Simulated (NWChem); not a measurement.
System: CH3BO anion, doublet; SMILES of the neutral closed-shell parent B.[O+]#[C-]

```xyz
6

B      0.0229    -1.3635    -0.0219
H     -0.3611    -1.8499    -1.0908
H      1.1322    -1.8376     0.2451
H     -0.7936    -1.5598     0.8927
O     -0.2293     1.2205     0.2370
C      0.2247     0.2255    -0.2620
```
Atoms are numbered in this order, from 1.

All runs: NWChem. Pople sets run with spherical d functions. Spin-unrestricted. Sets without diffuse functions describe the anion's extra electron poorly. Structure relaxed at the B3LYP/def2-SVPD, spin-unrestricted level. The spin multiplicity was typed, not searched, and may not be the lowest. No stability test was run on the SCF state. The highest occupied level is positive in some or all of these runs, so the extra electron may be held by the finite basis. Atomic charges in e: unrestrained fits to the electrostatic potential beside Mulliken populations; buried atoms are poorly determined by the fit.

For level B3LYP/def2-SVP:

| Property | Value |
|---|---|
| Mulliken B1 | -0.30 |
| ESP O5 | -0.34 |
| Mulliken O5 | -0.28 |
| ESP C6 | -0.15 |
| Mulliken C6 | 0.01 |

**Question.** How do the values read with level UHF/6-31G* instead?

**Answer.** Mulliken B1: -0.01
ESP O5: -0.47
Mulliken O5: -0.58
ESP C6: 0.00
Mulliken C6: 0.19
